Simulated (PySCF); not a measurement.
Cl3OW, neutral, multiplicity 2. Atoms are numbered in the order given.

```xyz
5

W     -0.0743    -0.2166     0.0000
O      0.0917    -1.8855     0.0000
Cl    -2.1748     0.6570     0.0000
Cl     1.2275     0.5866    -1.6862
Cl     1.2275     0.5866     1.6862
```
Charge 0, spin multiplicity 2.

Geometry optimised at PBE0-D3(BJ)/def2-SVP. The spin state was assumed, not searched. The def2 effective core potentials stand for the cores of W; spin–orbit coupling is left out.

Calculation: TDA-B3LYP/def2-SVPD (PySCF 2.14.0).

Vertical excitations. The molecule is in vacuum.

Problem. Estimate the UV-visible absorptions. (The exact figures need the calculation; the answer reports its results.)

Solution. 
| state | energy (eV) | λ (nm) | f | main pairs |
|---|---|---|---|---|
| root 1 | 0.62 | 2014 | 0.001 | α HOMO→LUMO 99 % |
| root 2 | 2.18 | 570 | 0.000 | α HOMO→LUMO+1 99 % |
| root 3 | 2.37 | 524 | 0.001 | α HOMO→LUMO+2 95 % |
| root 4 | 2.83 | 438 | 0.004 | α HOMO→LUMO+3 95 % |
| root 5 | 4.13 | 300 | 0.000 | α HOMO−1→LUMO 62 %, β HOMO→LUMO 34 % |
| root 6 | 4.23 | 293 | 0.001 | α HOMO−2→LUMO 48 %, α HOMO−1→LUMO 18 %, β HOMO→LUMO 19 %, β HOMO−1→LUMO 14 % |
| root 7 | 4.33 | 286 | 0.008 | α HOMO−3→LUMO 35 %, β HOMO→LUMO+1 62 % |
| root 8 | 4.36 | 284 | 0.004 | α HOMO−2→LUMO 18 %, α HOMO−1→LUMO 18 %, β HOMO→LUMO 43 %, β HOMO−1→LUMO 18 % |
| root 9 | 4.46 | 278 | 0.007 | α HOMO−3→LUMO 40 %, β HOMO−2→LUMO 22 %, β HOMO→LUMO+1 20 %, β HOMO−1→LUMO+1 14 % |
| root 10 | 4.63 | 268 | 0.005 | β HOMO−1→LUMO+1 83 % |
Unrestricted roots are not spin-pure.
